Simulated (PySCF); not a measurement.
**Electron correlation in Re³⁺ (rhenium, charge +3)**

[Xe] 4f14 5d4, high-spin 5D determinant. Computed with PySCF 2.14 in aug-cc-pwCVDZ-PP with ECP60MDF, with a scalar-relativistic core potential. Frozen: 5s2 5p6; 4 electrons correlated.

```json
{"level": "CCSD", "correlation energy (mhartree)": "-33.95"}
{"level": "(T)", "correlation energy (mhartree)": "-0.11"}
{"level": "CCSD(T)", "correlation energy (mhartree)": "-34.06"}
```

Diagnostics: T1 = 0.00048, D1 = 0.0010, largest double amplitude 0.016.

Spin-orbit coupling, absent here, splits the open shell strongly.

Cost of the coupled-cluster step: of the order of 4 core-seconds, for 4 correlated electrons.
